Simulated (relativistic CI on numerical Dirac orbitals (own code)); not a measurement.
# What each ingredient does to the levels of Cu XXIX

Base calculation: Dirac-Coulomb-Breit CI, KLI orbitals optimised for each configuration, QED by a radiative potential.

Configuration list: 1s, 2s, 2p, 3s, 3p, 3d, 4s, 4p, 4d, 4f, 5s, 5p, 5d, 5f, 5g, 6s, 6p, 6d. Levels of other configurations are missing.

Variants: (1) QED terms removed; (2) non-relativistic limit. Shifts of the energy above 1s ²S1/2, in eV, for the lowest level and the first level of each name with at least 55 % of one term (blank where a level changes its place among those of its configuration and J or its character, or is not in the variant):

```csv
Level,Base,Δ(1),Δ(2)
1s ²S1/2,0.0,0.0,0.0
2p ²P°1/2,8666.0,+5.6,-84.4
2s ²S1/2,8666.9,+4.8,-85.2
2p ²P°3/2,8699.1,+5.6,-117.4
3p ²P°1/2,10281.7,+5.6,-110.9
3s ²S1/2,10282.0,+5.4,-111.1
3d ²D3/2,10291.5,+5.6,-120.6
3p ²P°3/2,10291.5,+5.6,-120.7
3d ²D5/2,10294.7,+5.6,-123.8
4p ²P°1/2,10845.9,+5.6,-118.8
4s ²S1/2,10846.0,+5.5,-118.9
4d ²D3/2,10850.0,+5.6,-122.9
4p ²P°3/2,10850.0,+5.6,-122.9
4f ²F°5/2,10851.3,+5.6,-124.2
4d ²D5/2,10851.3,+5.6,-124.2
4f ²F°7/2,10852.0,+5.6,-124.9
5p ²P°1/2,11106.4,+5.6,-121.9
5s ²S1/2,11106.4,+5.6,-121.9
5d ²D3/2,11108.5,+5.6,-124.0
5p ²P°3/2,11108.5,+5.6,-124.0
5f ²F°5/2,11109.2,+5.6,-124.7
5d ²D5/2,11109.2,+5.6,-124.7
```
